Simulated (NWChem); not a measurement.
System: CH6FNSi; SMILES NC[SiH2]F

Here is an NWChem input.

```
start job
memory heap 200 mb stack 900 mb global 1100 mb
geometry units angstroms noautosym nocenter noautoz
  N      0.081269     2.144085     0.000000
  C     -0.711694     0.915906     0.000000
  Si     0.412327    -0.590911     0.000000
  F     -0.405732    -2.002267     0.000000
  H      0.683687     2.202594     0.818846
  H      0.683687     2.202594    -0.818846
  H     -1.381554     0.912954    -0.876185
  H     -1.381554     0.912954     0.876185
  H      1.275403    -0.559434     1.218318
  H      1.275403    -0.559434    -1.218318
end
basis spherical
  * library def2-svp
end
dft
  xc m05-2x
  iterations 150
end
cosmo
  do_cosmo_smd true
  solvent anisole
end
task dft energy
```

Output (shortened):

```
             Northwest Computational Chemistry Package (NWChem) 7.3.0
             --------------------------------------------------------

                             Geometry "geometry" -> ""
                             -------------------------

 Output coordinates in angstroms (scale by  1.889725989 to convert to a.u.)

  No.       Tag          Charge          X              Y              Z
 ---- ---------------- ---------- -------------- -------------- --------------
    1 N                    7.0000     0.08126900     2.14408500     0.00000000
    2 C                    6.0000    -0.71169400     0.91590600     0.00000000
    3 Si                  14.0000     0.41232700    -0.59091100     0.00000000
    4 F                    9.0000    -0.40573200    -2.00226700     0.00000000
    5 H                    1.0000     0.68368700     2.20259400     0.81884600
    6 H                    1.0000     0.68368700     2.20259400    -0.81884600
    7 H                    1.0000    -1.38155400     0.91295400    -0.87618500
    8 H                    1.0000    -1.38155400     0.91295400     0.87618500
    9 H                    1.0000     1.27540300    -0.55943400     1.21831800
   10 H                    1.0000     1.27540300    -0.55943400    -1.21831800

 Effective nuclear repulsion energy (a.u.)     173.2786441966

                                 NWChem DFT Module
                                 -----------------

 Summary of "ao basis" -> "ao basis" (spherical)
 ------------------------------------------------------------------------------
       Tag                 Description            Shells   Functions and Types
 ---------------- ------------------------------  ------  ---------------------
 N                          def2-svp                 6       14   3s2p1d
 C                          def2-svp                 6       14   3s2p1d
 Si                         def2-svp                 8       18   4s3p1d
 F                          def2-svp                 6       14   3s2p1d
 H                          def2-svp                 3        5   2s1p

 in cosmo_initialize ...
 calling solv_data for solv:anisole

 solvent parameters
 solvname_short: anisole
 solvname_long:  anisole
 dielec:        4.2247
 dielecinf:     2.3025
 nonaqueous SMD model solvent descriptors
 dielec:        4.2247
 sola:          0.0000
 solb:          0.2900
 solc:          0.7500
 solg:         50.5200
 solh:          0.0000
 soln:          1.5174

[...]

                                COSMO-SMD solvation results
                                ---------------------------

             internal energy in gas <Psi(g)|H|Psi(g)> =      -485.565168128100
         internal energy in solvent <Psi(s)|H|Psi(s)> =      -485.564590970881
                               delta internal energy  =         0.000577157219 (    0.36 kcal/mol)
   total free energy in solvent <Psi(s)|H+V/2|Psi(s)> =      -485.572610731634
 polarization energy contribution <Psi(s)|V/2|Psi(s)> =        -0.008019760753 (   -5.03 kcal/mol)
    total free energy in solvent including G(SMD-CDS) =      -485.570772491810
                       G(SMD-CDS) energy contribution =         0.001838239824 (    1.15 kcal/mol)
     1 M fixed-concentration free energy of solvation =        -0.005604363709 (   -3.52 kcal/mol)

                       DFT Final Molecular Orbital Analysis
                       ------------------------------------

 Vector   19  Occ=2.000000D+00  E=-4.220663D-01
              MO Center=  1.9D-01,  4.3D-01, -1.0D-08, r^2= 3.4D+00
   Bfn.  Coefficient  Atom+Function         Bfn.  Coefficient  Atom+Function
  ----- ------------  ---------------      ----- ------------  ---------------
    18      0.232467   2 C  px               36     -0.197945   3 Si px
     4     -0.195480   1 N  px               50     -0.193586   4 F  px
    19     -0.192223   2 C  py                5      0.184516   1 N  py
    81     -0.183428   9 H  s                86     -0.183428  10 H  s
     8     -0.141957   1 N  py               53      0.141412   4 F  px

 Vector   20  Occ=2.000000D+00  E=-3.918288D-01
              MO Center=  7.8D-01, -4.9D-01,  1.3D-08, r^2= 2.8D+00
   Bfn.  Coefficient  Atom+Function         Bfn.  Coefficient  Atom+Function
  ----- ------------  ---------------      ----- ------------  ---------------
    81      0.308541   9 H  s                86     -0.308541  10 H  s
    38      0.264831   3 Si pz               82      0.228797   9 H  s
    87     -0.228797  10 H  s                52      0.194113   4 F  pz
    55     -0.147529   4 F  pz               20     -0.146700   2 C  pz
    35     -0.142244   3 Si pz               71      0.119396   7 H  s

 Vector   21  Occ=2.000000D+00  E=-2.920590D-01
              MO Center= -1.2D-01,  1.6D+00,  7.6D-10, r^2= 2.3D+00
   Bfn.  Coefficient  Atom+Function         Bfn.  Coefficient  Atom+Function
  ----- ------------  ---------------      ----- ------------  ---------------
     5      0.371091   1 N  py                8     -0.362480   1 N  py
     4     -0.295180   1 N  px                7      0.241175   1 N  px
    31     -0.222060   3 Si s                17     -0.214255   2 C  s
    19      0.207458   2 C  py               18     -0.149862   2 C  px
    21     -0.148498   2 C  px               36      0.142482   3 Si px

 Vector   22  Occ=0.000000D+00  E= 6.596052D-02
              MO Center=  5.7D-01, -4.6D-02,  1.1D-10, r^2= 4.3D+00
   Bfn.  Coefficient  Atom+Function         Bfn.  Coefficient  Atom+Function
  ----- ------------  ---------------      ----- ------------  ---------------
    40      0.944010   3 Si py                3     -0.611295   1 N  s
    49      0.433296   4 F  s                62      0.338381   5 H  s
    67      0.338381   6 H  s                17     -0.314042   2 C  s
    39      0.291775   3 Si px               22      0.273650   2 C  py
    37      0.193502   3 Si py                8      0.155025   1 N  py

[...]
```

Level: M05-2X/def2-SVP, SMD on the gas-phase geometry. Coordinates come from a PBE0/def2-SVP optimisation. Solvent: anisole.
